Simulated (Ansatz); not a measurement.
Mulliken charges of `[NH2][Ti]([F])([F])[Cl]` from ωB97M-V/def2-TZVPP in Ansatz (PBE0-D4/def2-TZVP geometry).

| atom | x (Å) | y (Å) | z (Å) | charge (e) |
| --- | --- | --- | --- | --- |
| N1 | -0.647 | 0.468 | 0.806 | -0.390 |
| Ti2 | 0.399 | -0.408 | -0.438 | 1.047 |
| F3 | 1.824 | -0.979 | 0.395 | -0.355 |
| F4 | -0.587 | -1.665 | -1.148 | -0.355 |
| Cl5 | 1.009 | 1.001 | -2.019 | -0.217 |
| H6 | -0.285 | 0.953 | 1.616 | 0.136 |
| H7 | -1.652 | 0.562 | 0.742 | 0.136 |

By hand: the dipole of these point charges (1 e Å = 4.8032 D).

Σ q r = (-0.251, 0.318, 0.253) e Å, of length 0.478 e Å = 2.30 D.

How does the dipole of the full density compare? (An estimate is asked.)

Computed: (-0.365, 0.221, 0.471) e Å, 3.05 D; the point charges give 0.75 times that, at 22° from its direction.

Point charges leave out the atoms' own dipoles, such as those of lone pairs, and Mulliken's split depends on the basis, so the two needn't agree.
